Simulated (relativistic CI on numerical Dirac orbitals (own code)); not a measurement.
Se+: computed level list

Method of calculation: Dirac-Coulomb-Breit CI, separate exchange-only KLI orbitals for each configuration, a model potential for QED, valence Slater integrals scaled by 0.85, P86 correlation energy added to each configuration (own radial code, finite nucleus).

CI space (outside the closed core [Ar] 3d10): 4s²4p³, 4s4p⁴, 4s²4p²5s, 4s²4p²5p, 4s²4p²5d, 4s²4p²4d, 4p⁵, 4s²4p4d², 4s4p³4d, 4s²4p²6s, 4s²4p²6p, 4s²4p²4f, 4s²4p²7s, 4s²4p²6d, 4s²4p²7p, 4s²4p²5f, 4s²4p²5g, 4s²4p²7d. Levels of other configurations are missing.

The lowest level is 4s²4p³ ⁴S°3/2, with 97 % of that term; Hund's rules for 4s²4p³ give ⁴S° with J = 3/2, in agreement.

```csv
No.,Configuration,Term,J,E (cm⁻¹),%,Landé g,jj configuration (%)
1,4s²4p³,⁴S°,3/2,0.0,97,1.996,4p1/2 4p3/2^2 (53)
2,4s²4p³,²D°,3/2,14101.1,91,0.840,4p3/2 (45)
3,4s²4p³,²D°,5/2,14791.5,98,1.200,4p1/2 4p3/2^2 (98)
4,4s²4p³,²P°,1/2,22284.7,97,0.666,4p1/2 4p3/2^2 (97)
5,4s²4p³,²P°,3/2,23168.0,89,1.300,4p3/2^3 (72)
6,4s4p⁴,⁴P,5/2,86970.6,81,1.599,4s 4p3/2^2 (59)
7,4s4p⁴,⁴P,3/2,88628.0,81,1.733,4s 4p1/2 4p3/2^3 (70)
8,4s4p⁴,⁴P,1/2,89475.3,81,2.667,4s 4p3/2^4 (32)
9,4s²4p²5s,⁴P,1/2,101427.5,94,2.566,4p1/2^2 5s (65)
10,4s²4p²5s,⁴P,3/2,102881.4,95,1.713,4p1/2 4p3/2 5s (96)
11,4s²4p²5s,⁴P,5/2,104841.8,95,1.582,4p1/2 4p3/2 5s (50)
12,4s²4p²5s,²P,1/2,104862.9,80,0.770,4p1/2 4p3/2 5s (74)
13,4s4p⁴,²D,3/2,105624.9,26,1.081,4p1/2 4p3/2 4d5/2 (19)
14,4s4p⁴,²D,5/2,106694.5,55,1.207,4s 4p1/2 4p3/2^3 (42)
15,4s²4p²5s,²P,3/2,106788.8,38,1.062,4p1/2 4p3/2 5s (28)
16,4s²4p²4d,⁴F,3/2,109781.2,90,0.443,4p1/2^2 4d3/2 (37)
17,4s²4p²4d,⁴F,5/2,110313.3,89,1.053,4p1/2 4p3/2 4d3/2 (51)
18,4s²4p²4d,²P,3/2,111027.4,47,1.291,4p1/2 4p3/2 5s (23)
19,4s²4p²4d,⁴F,7/2,111252.8,91,1.249,4p1/2 4p3/2 4d5/2 (70)
20,4s²4p²4d,²P,1/2,111707.9,63,0.599,4p1/2 4p3/2 4d3/2 (39)
21,4s²4p²4d,⁴F,9/2,112604.4,96,1.331,4p3/2^2 4d5/2 (53)
22,4s²4p²4d,⁴D,5/2,114335.8,58,1.175,4p1/2 4p3/2 4d3/2 (51)
23,4s²4p²4d,⁴D,1/2,114573.3,87,0.084,4p1/2 4p3/2 4d3/2 (51)
24,4s²4p²4d,⁴D,3/2,114602.2,91,1.178,4p3/2^2 4d3/2 (32)
25,4s²4p²4d,⁴D,7/2,114775.1,72,1.356,4p1/2 4p3/2 4d5/2 (53)
26,4s²4p²5s,²D,5/2,115527.7,88,1.210,4p1/2 4p3/2 5s (46)
27,4s²4p²5s,²D,3/2,115616.5,89,0.836,4p3/2^2 5s (55)
28,4s²4p²4d,²F,5/2,115841.2,61,1.035,4p1/2 4p3/2 4d5/2 (53)
29,4s²4p²4d,²F,7/2,118132.0,75,1.201,4p3/2^2 4d5/2 (80)
30,4s²4p²5p,²S°,1/2,118723.9,54,1.364,4p1/2^2 5p1/2 (58)
31,4s²4p²5p,⁴D°,1/2,119745.5,66,0.682,4p1/2 4p3/2 5p1/2 (57)
32,4s²4p²5p,⁴D°,3/2,119993.8,83,1.261,4p1/2^2 5p3/2 (48)
33,4s²4p²5p,⁴D°,5/2,121331.9,87,1.390,4p1/2 4p3/2 5p3/2 (87)
34,4s²4p²5p,⁴P°,3/2,122074.0,46,1.558,4p1/2 4p3/2 5p1/2 (47)
35,4s²4p²4d,²S,1/2,122149.3,49,1.993,4s 4p3/2^2 (24)
36,4s²4p²5p,⁴P°,1/2,122524.9,89,2.532,4p1/2 4p3/2 5p3/2 (53)
37,4s²4p²5p,⁴D°,7/2,123121.8,97,1.422,4p3/2^2 5p3/2 (50)
38,4s²4p²5p,²D°,3/2,123182.1,79,1.014,4p1/2 4p3/2 5p3/2 (84)
39,4s²4p²5p,⁴P°,5/2,123733.7,64,1.471,4p1/2 4p3/2 5p1/2 (41)
40,4s²4p²5p,⁴S°,3/2,124695.0,65,1.888,4p1/2 4p3/2 5p1/2 (36)
41,4s²4p²5p,²D°,5/2,125735.2,72,1.288,4p3/2^2 5p3/2 (57)
42,4s²4p²5p,²P°,1/2,126441.7,89,0.746,4p1/2 4p3/2 5p3/2 (48)
43,4s²4p²4d,⁴P,5/2,126632.2,75,1.570,4p1/2 4p3/2 4d5/2 (30)
44,4s²4p²5p,²P°,3/2,126684.5,91,1.309,4p1/2 4p3/2 5p3/2 (51)
45,4s²4p²4d,²G,7/2,126829.7,95,0.899,4p1/2 4p3/2 4d3/2 (50)
46,4s²4p²4d,²G,9/2,126963.9,98,1.115,4p1/2 4p3/2 4d5/2 (55)
47,4s²4p²4d,⁴P,3/2,127674.2,77,1.716,4p1/2 4p3/2 4d3/2 (32)
48,4s²4p²4d,²D,3/2,127876.1,84,0.811,4p1/2 4p3/2 4d5/2 (54)
49,4s²4p²4d,⁴P,1/2,128316.8,78,2.619,4p1/2 4p3/2 4d3/2 (38)
50,4s²4p²4d,²D,5/2,128873.3,67,1.174,4p1/2 4p3/2 4d3/2 (34)
51,4s²4p²5s,²S,1/2,132109.3,89,1.993,4p3/2^2 5s (70)
52,4s²4p²4d,²F,7/2,132700.6,80,1.137,4p1/2 4p3/2 4d5/2 (45)
53,4s²4p²4d,²F,5/2,133007.7,66,0.912,4p3/2^2 4d3/2 (34)
54,4s²4p²5p,²F°,5/2,133629.4,54,1.020,4p1/2 4p3/2 5p3/2 (51)
55,4s²4p²5p,²D°,3/2,134052.2,87,0.864,4p3/2^2 5p1/2 (40)
56,4s²4p²5p,²D°,5/2,134080.5,55,1.062,4p3/2^2 5p1/2 (57)
57,4s²4p²5p,²F°,7/2,134110.3,97,1.151,4p1/2 4p3/2 5p3/2 (50)
58,4s²4p²4d,²P,1/2,134283.2,85,0.715,4p1/2 4p3/2 4d5/2 (34)
59,4s²4p²4d,²P,3/2,135437.7,84,1.337,4p3/2^2 4d5/2 (44)
60,4s²4p²5p,²P°,1/2,136188.5,96,0.678,4p1/2 4p3/2 5p3/2 (62)
61,4s²4p²5p,²P°,3/2,136870.7,89,1.312,4p3/2^2 5p3/2 (52)
62,4s²4p²6s,⁴P,1/2,139434.1,88,2.451,4p1/2^2 6s (69)
63,4s²4p²6s,⁴P,3/2,140921.5,77,1.600,4p1/2 4p3/2 6s (83)
64,4s²4p²4d,²D,3/2,141309.8,38,1.089,4p1/2 4p3/2 6s (16)
65,4s²4p²4d,²D,5/2,141548.7,74,1.203,4p3/2^2 4d5/2 (32)
66,4s²4p²6s,²P,1/2,141851.8,74,0.881,4p1/2 4p3/2 6s (79)
67,4s²4p²5d,²P,3/2,142716.5,34,1.105,4p1/2^2 5d3/2 (16)
68,4s²4p²6s,⁴P,5/2,143031.0,96,1.586,4p1/2 4p3/2 6s (50)
69,4s²4p²5d,⁴F,3/2,143604.0,80,0.551,4p1/2 4p3/2 5d3/2 (34)
70,4s²4p²5d,⁴F,5/2,143994.6,69,1.124,4p1/2^2 5d5/2 (41)
```

Energies count from the lowest computed level; ° marks odd parity. Filled j subshells are mostly left out of the jj labels.

The mean weight of the leading LS term, summed over parents, in these 70 levels is 77 %, and that of the leading jj configuration (from the same eigenvectors) 51 %, so LS coupling describes them better.

For a near-neutral ion this model can misplace configurations by up to about 10,000 cm⁻¹ (more where the count of f electrons changes) and terms by 10 to 25 % of their spread. Rates follow the energies as ν³ (E1, M1) or ν⁵ (E2), so they and the lifetimes can be off by large factors. The fine structure of a lone outer electron comes out too small, for d and f at times inverted, and misplaced configurations move strength between like terms. 15 of the 15 excited levels that our extract of the measured tables holds in this range could be paired (the sources list more); they are missed by 3830 cm⁻¹ on average and 6167 at most, and levels without a partner can miss by more.

LS names give the leading component of a level, which can be under half, so a name can repeat, a term be missing and a line seem to break the LS rules.
